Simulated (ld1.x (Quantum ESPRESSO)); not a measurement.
Cutoff test, C (Z = 6), TM

```json
{"Element": "carbon", "Generator": "ld1.x (Quantum ESPRESSO) 7.5", "Type": "norm-conserving Troullier–Martins (Kleinman–Bylander form)", "Functional": "PBEsol", "Relativity": "non-relativistic", "Frozen core": "[He]", "Valence charge": "4", "Reference configuration": "2s2 2p1 (charge +1)", "Partial waves": "2s (bound): rc 0.75 bohr; 2p (bound): rc 1.70 bohr; 3d channel at 0.25 Ry: rc 1.85 bohr", "Local potential": "all-electron potential smoothed inside 1.45 bohr (lloc = -1)", "Core correction": "none"}
```

The pseudo-atom Hamiltonian at the reference potential is diagonalised in spherical Bessel functions j_l(qr) that vanish at 20 bohr, with q² up to the cutoff. All-electron valence levels (Ry): 2s -1.8820, 2p -1.2429.

How do the lowest levels (Ry) of each channel move with the cutoff, and are there ghosts?

| cutoff (Ry) | s #1 | s #2 | p #1 | d #1 | f #1 | Σ f·Δε (mRy) |
| --- | --- | --- | --- | --- | --- | --- |
| 8 | -1.6859 | -0.3362 | -0.9051 | -0.1472 | -0.0434 | 729.7 |
| 18 | -1.7634 | -0.3461 | -1.1446 | -0.1478 | -0.0434 | 335.1 |
| 35 | -1.7914 | -0.3499 | -1.2396 | -0.1479 | -0.0434 | 184.2 |
| 55 | -1.8026 | -0.3516 | -1.2427 | -0.1479 | -0.0434 | 158.7 |
| 80 | -1.8392 | -0.3569 | -1.2428 | -0.1479 | -0.0434 | 85.3 |
| 120 | -1.8753 | -0.3621 | -1.2429 | -0.1479 | -0.0434 | 13.0 |
| 200 | -1.8797 | -0.3627 | -1.2429 | -0.1479 | -0.0434 | 4.2 |
| 350 | -1.8817 | -0.3630 | -1.2429 | -0.1479 | -0.0434 | 0.3 |
| 400 | -1.8818 | -0.3630 | -1.2429 | -0.1479 | -0.0434 | 0.0 |

Result: no extra level below or beside the all-electron valence levels (s, p, d, f tested); 10 mRy is reached at 140 Ry and 1 mRy at 260 Ry.
